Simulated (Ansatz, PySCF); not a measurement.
Process, species as SMILES: Br[Si]Br → [Si]Br + Br atom (the Br-Si bond at the site shown breaks; other sites are not compared here)
Structures are relaxed separately at B3LYP-D3(BJ)/def2-TZVP in Ansatz (a quantum-chemistry and plane-wave program). Unstable Hartree-Fock reference: Br[Si]Br.
Geometry of the first species:
```xyz
3

Si     0.0168     0.0210     1.1850
Br     0.9530    -1.4915    -0.2242
Br    -0.9597     1.4831    -0.2498
```
Charge 0, spin multiplicity 1.

Property: bond dissociation energy (enthalpy at 298 K, with B3LYP-D3(BJ) rigid-rotor harmonic-oscillator terms from PySCF), in eV. Valence correlation only, unless marked. Open shells are spin-unrestricted. No spin-orbit coupling. Frozen are the shells of the preceding noble gas and the d and f shells that filled before the atom's block. Non-relativistic. CBS marks a two-point X^-3 extrapolation of the correlation energy; Hartree-Fock from the larger set.

```json
[
 {"level": "BLYP-D4/def2-TZVPD", "program": "Ansatz + dftd4", "bond dissociation energy (eV)": "3.85"},
 {"level": "PBE0/def2-TZVP", "program": "Ansatz", "bond dissociation energy (eV)": "3.84"},
 {"level": "r2SCANh/def2-TZVPD", "program": "Ansatz", "bond dissociation energy (eV)": "3.87"},
 {"level": "wB97X-V/def2-TZVPD", "program": "Ansatz", "bond dissociation energy (eV)": "3.84"},
 {"level": "B2GP-PLYP-D3(BJ)/def2-TZVPD", "program": "Ansatz + dftd3", "bond dissociation energy (eV)": "3.86"},
 {"level": "B2GP-PLYP/def2-TZVPD", "program": "Ansatz", "bond dissociation energy (eV)": "3.76"},
 {"level": "SCS-MP2/def2-TZVPP", "program": "Ansatz", "bond dissociation energy (eV)": "3.78"},
 {"level": "CCSD/def2-TZVPPD", "program": "Ansatz", "bond dissociation energy (eV)": "___"},
 {"level": "CCSD/def2-QZVPP", "program": "Ansatz", "bond dissociation energy (eV)": "___"},
 {"level": "CCSD(T)/CBS(def2-TZVPP,def2-QZVPP)", "program": "Ansatz", "bond dissociation energy (eV)": "___"}
]
```

**Question.** What belongs in the gaps?

**Answer.** 
- CCSD/def2-TZVPPD, bond dissociation energy (eV): 3.58
- CCSD/def2-QZVPP, bond dissociation energy (eV): 3.67
- CCSD(T)/CBS(def2-TZVPP,def2-QZVPP), bond dissociation energy (eV): 3.91
